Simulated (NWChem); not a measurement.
**GeSe in NWChem**

```xyz
2

Ge     0.0000     0.0000     1.1173
Se     0.0000     0.0000    -1.0516
```
Charge 0, spin multiplicity 1.

Program: NWChem. All single points use one geometry, from PBE/def2-SVP, a minimum by its harmonic frequencies.

Symmetry labels belong to the abelian group C2v used in the runs, with the axes of the coordinates shown; states degenerate in a higher group split over its labels.

The Hamiltonian is non-relativistic. The structure started from a generated list of species.

### Question
List the lowest 6 singlet excitations that CIS/def2-SVPD gives, with oscillator strengths.

### Answer
```tsv
state	symmetry	energy (eV)	wavelength (nm)	f
1	a2	3.57	347	0.000
2	a2	3.77	329	0.000
3	a1	3.77	329	0.000
4	b1	4.09	303	0.020
5	b2	4.09	303	0.020
6	a1	5.93	209	0.190
```
